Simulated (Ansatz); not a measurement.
CH3ClFMoNO (`C[N]=[Mo](=[O])([F])[Cl]`), relaxed with RKS PBE0-D4/def2-TZVP in the Gaussian-basis code of Ansatz from a PBE-D4/def2-SVP geometry. The force threshold is 0.005 eV/Å; the program also tests the step.

Total charge 0; spin multiplicity 1. Mo: def2 effective core potential.

Start:

```xyz
9

C    -0.938   -1.207   -0.368
N    -0.259   -0.171    0.331
Mo    0.941    1.080    0.395
O     1.735    1.026   -1.098
F     2.106    0.683    1.801
Cl   -0.183    3.068    0.596
H    -0.836   -2.171    0.179
H    -0.539   -1.336   -1.401
H    -2.024   -0.972   -0.434
```

```csv
step,energy (eV),largest force (eV/Å),largest move (Å)
1,-21714.5590,1.166,0.000
2,-21714.6178,0.185,0.046
3,-21714.6203,0.043,0.009
4,-21714.6204,0.020,0.003
5,-21714.6204,0.016,0.004
6,-21714.6204,0.007,0.006
7,-21714.6205,0.003,0.007
8,-21714.6205,0.002,0.007
```

End:

```xyz
9

C    -0.931   -1.201   -0.368
N    -0.251   -0.173    0.333
Mo    0.929    1.065    0.384
O     1.701    1.017   -1.094
F     2.094    0.689    1.778
Cl   -0.183    3.027    0.608
H    -0.852   -2.142    0.185
H    -0.515   -1.336   -1.373
H    -1.992   -0.945   -0.453
```

Run time 24 s (8 threads of an Arm Neoverse V1 on a shared host); peak host memory 0.6 GiB.
